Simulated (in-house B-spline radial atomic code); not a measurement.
# The selenium ion Se⁸⁺: [Ar] 3d8

Level of theory: Dirac-Hartree-Fock, average of configuration, Fermi nucleus of rms radius 4.14 fm; calculated with an all-electron radial atomic-structure program (B-spline basis).

Screening seen three ways: the hydrogenic charge with the same mean radius, Z_r = [3n² - l(l+1)]/(2<r>), the one with the same energy, Z_e = n√(-2ε), and Slater's rules. Values are occupation-weighted means over j. An effective charge above Z reflects the relativistic contraction of the inner shells.

```json
{"shell": "1s", "electrons": "2", "ε (eV)": "-12911", "<r> (bohr)": "0.04406", "Z_r": "34.04", "Z_e": "30.80", "Slater": "33.70"}
{"shell": "2s", "electrons": "2", "ε (eV)": "-1862.4", "<r> (bohr)": "0.1949", "Z_r": "30.79", "Z_e": "23.40", "Slater": "29.85"}
{"shell": "2p", "electrons": "6", "ε (eV)": "-1653.3", "<r> (bohr)": "0.1708", "Z_r": "29.27", "Z_e": "22.05", "Slater": "29.85"}
{"shell": "3s", "electrons": "2", "ε (eV)": "-403.63", "<r> (bohr)": "0.5594", "Z_r": "24.13", "Z_e": "16.34", "Slater": "22.75"}
{"shell": "3p", "electrons": "6", "ε (eV)": "-334.71", "<r> (bohr)": "0.5691", "Z_r": "21.96", "Z_e": "14.88", "Slater": "22.75"}
{"shell": "3d", "electrons": "8", "ε (eV)": "-225.06", "<r> (bohr)": "0.5713", "Z_r": "18.38", "Z_e": "12.20", "Slater": "13.55"}
```

The least bound orbital is 3d5/2 at -224.6 eV, and it is also the most diffuse (<r> = 0.5725 bohr).

Spin-orbit splittings of the orbital energies (j = l + 1/2 above j = l - 1/2 when positive): 2p 42.19 eV, 3p 6.572 eV, 3d 1.057 eV.

For the 1s electron the small component carries 1.52 % of the norm, the zero-frequency Breit interaction raises the level by 19.66 eV, self-energy by 10.31 eV, and vacuum polarisation lowers it by 1.033 eV.

The density falls to 0.001 bohr⁻³ at 1.809 bohr; Σ<r²> = 6.4362 bohr² gives, by the non-relativistic formula and without the paramagnetism of open shells, a Langevin diamagnetic susceptibility of -5.097×10⁻⁶ cm³/mol.
